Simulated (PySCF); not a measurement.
**Simulated characterisation data**

[PySCF: geometry from GFN2-xTB; shielding tensors at PBE0/pcSseg-1 (GIAO); one computed conformer; one averaged value for each set of equivalent atoms; no solvent model; relativity neglected]

Chemical shifts δ = σref − σ; TMS for $^{1}$H (σref 31.72) and $^{13}$C (σref 186.93), all at this level. Splittings of carbon signals by F and P are missing where no couplings were computed. Where no couplings were computed, multiplicities follow the n + 1 count of equivalent neighbours, and m marks all less simple cases (inequivalent or close neighbours, rings, F or P nearby). Shifts are as computed. Against solution values, carbons near 30 ppm lie about +3 ppm off and those near 130 ppm about +5 ppm. Of 1309 compounds with measured shifts, 239 miss one by over three times the rms of a fit or turn the order of signals round; such compounds aren't used in these exercises.

**1.** `C=C(F)CC(C)C`, C$_{6}$H$_{11}$F. $^{1}$H NMR (600 MHz, computed): δ 4.81 (m, 1H), 4.40 (m, 1H), 1.98 (m, 2H), 1.81 (m, 1H), 0.99 (d, 6H). $^{13}$C{$^{1}$H} NMR (computed): δ 177.6, 96.7, 46.7, 29.0, 24.1.

**2.** SMILES C(=C\CF)(/F)C(F)F, C$_{4}$H$_{4}$F$_{4}$. $^{1}$H NMR (600 MHz, computed): δ 6.40 (m, 1H), 6.39 (m, 1H), 5.92 (m, 2H). $^{13}$C{$^{1}$H} NMR (computed): δ 161.5, 124.8, 119.3, 79.8.
